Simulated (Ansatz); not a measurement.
CH₆NSbTe (`N[CH2][SbH][TeH]`). Total charge 0; spin multiplicity 1. Sb, Te takes the def2 core potential.

```xyz
10

N    -0.561   -0.065    1.578
C    -0.796    0.502    0.282
Sb    1.026    1.135   -0.814
Te    2.099   -1.411   -0.873
H     0.059   -0.865    1.521
H    -0.149    0.601    2.219
H    -1.427    1.389    0.367
H    -1.313   -0.215   -0.356
H     0.316    1.018   -2.369
H     0.746   -2.088   -1.555
```

Question: What are the harmonic wavenumbers in cm⁻¹ at PBE0-D4/def2-TZVP (Ansatz, finite differences of forces, unscaled)? (Estimate.)

Answer: Computed: 70, 119, 168, 188, 235, 333, 463, 489, 574, 607, 738, 844, 1076, 1120, 1214, 1376, 1456, 1664, 1939, 2139, 3074, 3138, 3509, 3603.

Question: Is this a minimum?

Answer: Yes, all 24 modes are real.

Question: Give the ideal-gas thermochemistry at 298.15 K and 1 bar (rigid rotor, harmonic oscillator; point group C1, symmetry number 1).

Answer: Zero-point energy 180.2 kJ/mol; H(298) − E = 202.3 kJ/mol; entropy 378.9 J/(mol·K), of which translation 179.2, rotation 124.0, vibration 75.7; G(298) − E = 89.4 kJ/mol. Modes under 100 cm⁻¹ are hindered rotations or soft bends, so the harmonic entropy is rough.
